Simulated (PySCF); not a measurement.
## Removing the step error of a finite difference

System: propene (C₃H₆), singlet, at a GFN2-xTB geometry. Level: B3LYP/6-31+G*, polarisability run with PySCF. Sums are taken with unrounded values, so a last digit can differ.

Second differences of the energy in a field along z gave a polarisability along z of 28.291 bohr³ at step 0.005 and 30.355 bohr³ at step 0.05 (atomic units).

Problem. Extrapolate to zero step.

Solution. The leading error of a symmetric difference goes as h², so A(h) = A0 + c h². Then c = (30.355 - (28.291))/(0.05² - 0.005²) = 834 (atomic units) and A0 = 28.291 - c × 0.005² = 28.270 bohr³. The analytic value from the same program and level is 28.272 bohr³: the smaller step missed it by 0.019, the extrapolation by -0.002.
